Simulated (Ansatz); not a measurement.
`C[SiH2]N[PH][AlH2]` + HBr → `C[SiH2]Br` + `N[PH][AlH2]`  (ligand exchange at the Si–N bond)

Gas-phase electronic energies from Ansatz, PBE0-D4/def2-TZVP geometries. CBS: MP2 limit from def2 TZ/QZ plus the TZ coupled-cluster correction, frozen cores. DFT in def2-TZVPP. For Br outer-core shells are correlated without core-valence functions, which leaves a few kJ/mol of doubt a bond. Scalar relativity is left out up to krypton. One conformer a species, not always the lowest.

```
             species  B97M-V energy (Eh)
`C[SiH2]N[PH][AlH2]`          -971.41872
                 HBr         -2574.29483
         `C[SiH2]Br`         -2904.30745
       `N[PH][AlH2]`          -641.42146
```

Q: Work out ΔE.

A: ΔE = (-2904.30745) + (-641.42146) − (-971.41872) − (-2574.29483) = -0.01536 Eh = -0.42 eV. CCSD(T)/CBS gives -0.44 eV.

Largest T1 diagnostic among the species: 0.013.

Leaving LDA and LC-ωPBE aside and taking each functional with its dispersion term where it has one, the values, not all of them listed here, spread over 0.11 eV, from PBE-QIDH to BLYP-D4. LDA lies +0.11 eV from PBE without D4. In def2-TZVPP, CCSD(T) changes the Hartree–Fock value by +0.13 eV (the triples alone add +0.02 eV) and MP2 by +0.11 eV. At CCSD(T), def2-SVP lies +0.12 eV from the extrapolated value and def2-TZVPP +0.06 eV.
